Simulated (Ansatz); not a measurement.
C3H9N, SMILES `CCNC` (C–C–N–C torsion 64°) (charge 0, multiplicity 1).

Cartesian coordinates (Å):
```xyz
13

C     -1.4425     0.4440     0.2372
C     -0.5738    -0.4091    -0.6798
N      0.8300    -0.0547    -0.7504
C      1.5590    -0.2117     0.4881
H     -2.4842     0.1146     0.2008
H     -1.1155     0.3861     1.2776
H     -1.4149     1.4947    -0.0664
H     -0.9771    -0.3726    -1.6968
H     -0.6315    -1.4578    -0.3669
H      0.9302     0.8910    -1.0973
H      1.5184    -1.2604     0.7972
H      1.1926     0.3960     1.3301
H      2.6092     0.0401     0.3266
```
Charge 0, spin multiplicity 1.

Frozen-core energies in 6-31g from Ansatz (a quantum-chemistry and plane-wave program) at a geometry from PBE0-D3(BJ)/def2-TZVP; the HF reference has <S^2> = 0.00 and the T1 diagnostic is 0.007.

```
level    energy (Ha)
-------  -----------
HF        -173.19704
MP2       -173.58231
CCSD      -173.63152
CCSD(T)   -173.64068
```

Estimate the energies of CCSDT and CCSDT(Q), and give each level's difference from CCSDT(Q).


| level | energy (Ha) | difference from CCSDT(Q) (mHa) |
|---|---|---|
| MP2 | -173.58231 | 59.73 |
| CCSD | -173.63152 | 10.53 |
| CCSD(T) | -173.64068 | 1.36 |
| CCSDT | -173.64134 | 0.70 |
| CCSDT(Q) | -173.64205 | 0.00 |
